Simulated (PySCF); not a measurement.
Simulated Si 1s region for `C(C)(O[Si@@H]([SiH3])P)C`, binding energy against the vacuum level.

Every computed line was given a Gaussian of 0.7 eV full width at half maximum and an area set by the number of equivalent atoms; the highest printed point is 100. Method used: delta-SCF UKS SCAN, pcX-2 on the ionised atom, pcseg-1 elsewhere, spin-free X2C (PySCF).

binding energy (eV), intensity and a bar:
```
   1845.1          0 
   1845.2          1 
   1845.3          3 #
   1845.4          6 ##
   1845.5         12 ####
   1845.6         23 #######
   1845.7         37 ###########
   1845.8         54 ################
   1845.9         71 #####################
   1846.0         85 #########################
   1846.1         94 ############################
   1846.2         99 ##############################
   1846.3        100 ##############################
   1846.4        100 ##############################
   1846.5         99 ##############################
   1846.6         96 #############################
   1846.7         88 ##########################
   1846.8         75 ######################
   1846.9         58 #################
   1847.0         41 ############
   1847.1         26 ########
   1847.2         15 ####
   1847.3          7 ##
   1847.4          3 #
   1847.5          1 
   1847.6          0 
   1847.7          0
```

**Question.** How many maxima does the curve show, and how many computed lines lie under it?

**Answer.** The curve has 1 maximum (at 1846.4 eV). Under it lie 2 lines from 2 inequivalent silicon sites. At this width some lines have no maximum of their own.

**Question.** Decompose the envelope and assign each component. Numbering: `[CH3:1][CH:2]([CH3:3])[O:4][Si@@H:5]([SiH3:6])[PH2:7]`.

**Answer.** 
```csv
position (eV),relative area,line,atoms,environment
1846.07,1,Si 1s,Si6,SiH3 silicon
1846.65,1,Si 1s,Si5,oxygen-bound silicon
```

**Question.** What are the centre and the root-mean-square width of the whole band?

**Answer.** The area-weighted mean of the lines is 1846.36 eV. Their own spread about it is 0.29 eV (rms) and each Gaussian has σ = 0.7/2.355 = 0.30 eV; the variances add, which gives 0.41 eV.

**Question.** Above which line width would these two lines show one maximum?

**Answer.** Two equal Gaussians merge once their distance is under 2σ = FWHM/1.177. With 0.58 eV between them that is a full width over 0.68 eV.

The listed Si 1s values span 0.58 eV, from Si6 (bonded to 3 H and Si) to Si5 (bonded to O, H, P and Si). Summing the Pauling electronegativity differences to the bonded atoms, each weighted by its formal bond order, gives +0.90 for the lowest site and +2.13 for the highest.

No satellites, vibrations or lifetime broadening are included. One conformer (not necessarily the lowest) at the PBE0-D3(BJ)/def2-SVP geometry, without solvent, vibrations or thermal averaging.

On an AMD EPYC with one thread, shared host, this took 5.1 min and 0.77 GiB of memory at its peak.

The values belong to the conformer `[CH3:1][CH:2]([CH3:3])[O:4][Si@@H:5]([SiH3:6])[PH2:7]`: C1–C2–O4–Si5 70°, C2–O4–Si5–Si6 38°, H–P7–Si5–O4 -83°, H–P7–Si5–O4 -177°.
